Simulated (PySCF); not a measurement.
[Pt(CN)6]2-, C6N6Pt (charge -2 and singlet state).
Cartesian coordinates in Å at the PBE0-D3(BJ)/def2-SVP level; atoms count from 1:
```xyz
13
C6N6Pt angstrom
Pt     0.003   -0.004    0.002
C     -0.018   -0.016    2.031
N     -0.030   -0.023    3.194
C      0.024    0.007   -2.027
N      0.034    0.014   -3.190
C      2.032   -0.002    0.023
N      3.195   -0.001    0.033
C     -2.027   -0.007   -0.018
N     -3.189   -0.008   -0.029
C     -0.001    2.026    0.014
N     -0.002    3.189    0.020
C      0.005   -2.033   -0.012
N      0.006   -3.196   -0.020
```

Computed with PBE0-D3(BJ)/def2-SVP geometry optimisation, gas phase, def2 core potentials past Kr in PySCF.

Problem. Which atoms are bound to Pt1, and at what distances?

Solution. 6 atoms: C6 2.029 Å, C2 2.029 Å, C4 2.029 Å, C8 2.029 Å, C12 2.030 Å, C10 2.030 Å. The nearest atom not counted as bound is N3, at 3.19 Å (others tie with it).

Problem. List the angles at Pt1.

Solution. 
```json
{"angle": "C6–Pt1–C8", "degrees": "180.0", "distance of the outer atoms (Å)": "4.06"}
{"angle": "C2–Pt1–C4", "degrees": "180.0", "distance of the outer atoms (Å)": "4.06"}
{"angle": "C10–Pt1–C12", "degrees": "179.9", "distance of the outer atoms (Å)": "4.06"}
{"angle": "C2–Pt1–C12", "degrees": "90.1", "distance of the outer atoms (Å)": "2.87"}
{"angle": "C4–Pt1–C8", "degrees": "90.0", "distance of the outer atoms (Å)": "2.87"}
{"angle": "C6–Pt1–C10", "degrees": "90.0", "distance of the outer atoms (Å)": "2.87"}
{"angle": "C2–Pt1–C10", "degrees": "90.0", "distance of the outer atoms (Å)": "2.87"}
{"angle": "C4–Pt1–C10", "degrees": "90.0", "distance of the outer atoms (Å)": "2.87"}
{"angle": "C6–Pt1–C12", "degrees": "90.0", "distance of the outer atoms (Å)": "2.87"}
{"angle": "C2–Pt1–C6", "degrees": "90.0", "distance of the outer atoms (Å)": "2.87"}
{"angle": "C8–Pt1–C10", "degrees": "90.0", "distance of the outer atoms (Å)": "2.87"}
{"angle": "C4–Pt1–C6", "degrees": "90.0", "distance of the outer atoms (Å)": "2.87"}
{"angle": "C2–Pt1–C8", "degrees": "90.0", "distance of the outer atoms (Å)": "2.87"}
{"angle": "C8–Pt1–C12", "degrees": "90.0", "distance of the outer atoms (Å)": "2.87"}
{"angle": "C4–Pt1–C12", "degrees": "89.9", "distance of the outer atoms (Å)": "2.87"}
```

Problem. What is the shape at Pt1?

Solution. Octahedral: the three widest angles are 180.0°, 180.0° and 179.9°, the others run from 89.9° to 90.1°.

Problem. What are the other bond lengths?

Solution. C2–N3 and 5 like bonds 1.163 Å.

Problem. Give some angles away from the centre.

Solution. Pt1–C2–N3 180.0°.

Problem. What are the rotational constants (commonest isotopes, rigid rotor)?

Solution. A = 657.9, B = 657.7, C = 657.4 MHz: a spherical top.

Point group: Oh (tolerance 0.08 Å). Charge -2, singlet. Whether so highly charged an anion holds all its electrons in the gas phase wasn't checked; a finite basis holds them in any case. No counter-ion or solvent screens the charge of this multiply charged ion. The geometry's basis has no diffuse functions, a weakness for an anion. Whether it is a minimum is left open (no frequencies).
